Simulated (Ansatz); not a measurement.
`CB[NH][AlH][CH3]`. Charge 0, multiplicity 1.

```xyz
14

C     0.192   -2.209   -1.169
B    -0.175   -0.753   -1.626
N    -0.214    0.356   -0.752
Al    0.109    0.491    1.019
C    -0.067    2.244    1.849
H     0.424   -2.324   -0.108
H    -0.629   -2.892   -1.416
H     1.050   -2.572   -1.748
H    -0.441   -0.562   -2.788
H    -0.470    1.220   -1.212
H     0.518   -0.800    1.837
H    -0.347    3.031    1.144
H    -0.822    2.225    2.642
H     0.871    2.544    2.328
```

(1) What are the harmonic wavenumbers in cm⁻¹ at PBE0-D4/def2-TZVP (Ansatz, finite differences of forces, unscaled)? (Estimate.)

(2) Is this a minimum?

(3) Give the ideal-gas thermochemistry at 298.15 K and 1 bar (rigid rotor, harmonic oscillator; point group Cs, symmetry number 1).

(4) And at 400, 500, 600, 800 and 1000 K?

(5) Rotational constants (cm⁻¹)?

## Answers

(1) The calculation gave: 40, 59, 124, 126, 174, 199, 421, 429, 561, 603, 662, 669, 695, 767, 811, 823, 976, 983, 1089, 1224, 1278, 1324, 1375, 1440, 1442, 1457, 1469, 1941, 2537, 3032, 3036, 3089, 3107, 3126, 3128, 3571.

(2) Yes, all 36 modes are real.

(3) Zero-point energy 285.8 kJ/mol; H(298) − E = 311.2 kJ/mol; entropy 381.4 J/(mol·K), of which translation 164.2, rotation 112.0, vibration 105.1; G(298) − E = 197.5 kJ/mol. Modes under 100 cm⁻¹ are hindered rotations or soft bends, so the harmonic entropy is rough.

(4) 
```tsv
T (K)	H − E (kJ/mol)	S (J/mol/K)	G − E (kJ/mol)
400	325.9	423.6	156.5
500	342.9	461.3	112.2
600	361.9	496.0	64.3
800	404.9	557.6	-41.2
1000	452.9	611.1	-158.1
```

(5) 0.3845, 0.05737, 0.05085.
